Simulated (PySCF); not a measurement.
C₃H, SMILES [C][C][CH+] (connectivity only; charge and spin as stated), charge +1, multiplicity 1. Geometry optimised at PBE0-D3(BJ)/def2-TZVP.

TDDFT-B3LYP/def2-TZVPD (PySCF 2.14.0) puts the lowest singlet excitations at 3.24, 3.24, 3.86, 4.07, 4.07, 8.15 eV.

Task: What are the lowest excitation roots from ADC(2)/aug-cc-pVDZ (PySCF 2.14.0)? (Estimate from the structure and the level; the computed values follow.)

Result: 3.73, 3.73, 4.26, 4.42, 4.42, 7.03 eV. S1 differs by 0.49 eV (second minus first; roots are paired by order, and the bases may differ).
